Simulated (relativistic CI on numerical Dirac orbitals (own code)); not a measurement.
# Magnetism of Er⁴⁺, 4f10, in a crystal field

Calculated by Dirac-Coulomb-Breit CI, KLI orbitals optimised for each configuration, a model potential for QED, valence Slater integrals scaled by 0.85, one configuration in a parametric crystal field (own radial code).

Field parameters in Wybourne normalisation; cubic f-shell fields have B⁴₄ = √(5/14) B⁴₀ and B⁶₄ = −√(7/2) B⁶₀. The field is a parameter set, without covalency.

S is read from ⟨S²⟩ = S(S + 1).

Powder χT (cm³ K mol⁻¹) by Van Vleck's formula, with temperature-independent terms:

| Field | 2 K | 5 K | 10 K | 20 K | 50 K | 100 K | 200 K | 300 K |
| --- | --- | --- | --- | --- | --- | --- | --- | --- |
| D3h, B20 = 430, B40 = -1180, B60 = 70, B66 = 450 cm⁻¹ | 5.98 | 8.12 | 10 | 11.7 | 12.8 | 13.4 | 13.7 | 13.8 |
| D4h, B20 = -1030, B40 = 1350, B44 = -1700, B60 = -690, B64 = -440 cm⁻¹ | 1.52 | 3.8 | 7.07 | 10.2 | 12.2 | 12.9 | 13.4 | 13.6 |
| D4h, B20 = 1810, B40 = 2060, B44 = -870, B60 = -530, B64 = 820 cm⁻¹ | 9.28 | 11.3 | 11.8 | 12.1 | 12.6 | 13 | 13.4 | 13.6 |
| Oh, B40 = -440, B60 = 430 cm⁻¹ | 9.81 | 10 | 10.3 | 10.7 | 11.8 | 12.7 | 13.4 | 13.6 |
| Oh, B40 = 3080, B60 = 830 cm⁻¹ | 0.827 | 2.07 | 4.11 | 7.42 | 10.7 | 11.7 | 12.5 | 13 |
| Oh, B40 = 1890, B60 = 230 cm⁻¹ | 2.68 | 6.37 | 9.6 | 11.4 | 12.4 | 13 | 13.5 | 13.7 |

**Question.** For D3h, B20 = 430, B40 = -1180, B60 = 70, B66 = 450 cm⁻¹: what effective moment follows at 300 K?

**Answer.** μ_eff = √(8χT) = 10.50 μB. The LS value g√(J(J + 1)) of the free ion's ⁵I8 level is 10.61 μB.
